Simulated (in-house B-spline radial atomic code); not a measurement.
Configurations of Er II (Er+), with energies counted from [Xe] 4f12 6s1. All numbers are computed (scalar-relativistic (X2C) PBE, spin-polarised, spherical fractional occupations; Fermi nucleus of rms radius 5.2516 fm) with a B-spline radial code for spherical atoms, not measured. Shells without spins written out take the highest spin.

Occupations are held fixed; configurations that lie above the ionisation limit could autoionise.

```
                                          configuration  E - E(ref) (eV)  highest orbital  its <r> (bohr)
                 [Xe] 4f(6 up, 6 down) 6s(1 up, 0 down)          0.79048            6s up           3.615
                                          [Xe] 4f11 6s2           3.1799          6s down           3.398
[Xe] 4f(4 up, 7 down) 5d(0 up, 1 down) 6s(0 up, 1 down)           3.8226          5d down           2.498
                                          [Xe] 4f12 7s1           6.3484            7s up           7.433
                 [Xe] 4f(6 up, 6 down) 7d(1 up, 0 down)           9.9273            7d up           12.98
[Xe] 4f(4 up, 7 down) 6s(0 up, 1 down) 7p(0 up, 1 down)           11.782          7p down            8.48
```

Order these further configurations by energy, lowest first.
A. [Xe] 4f(7 up, 5 down) 6s(0 up, 1 down)
B. [Xe] 4f(7 up, 4 down) 6s(1 up, 0 down) 6f(1 up, 0 down)
C. [Kr] 4d9 4f12 5s2 5p6 6s1 6f1
D. [Xe] 4f12 5f1
E. [Kr] 4d9 4f12 5s2 5p6 6s1 7d1

A (0.072112 eV), D (8.5547 eV), B (14.039 eV), E (176.19 eV), C (176.81 eV).

How far above the reference does [Kr] 4d9 4f13 5s2 5p6 6s1 lie?

161.87 eV; its least bound orbital is 6s up with <r> = 3.61 bohr.

How far above the reference does [Kr] 4d9 4f12 5s2 5p6 5f1 6s1 lie?

175.64 eV; its least bound orbital is 5f up with <r> = 7.851 bohr.
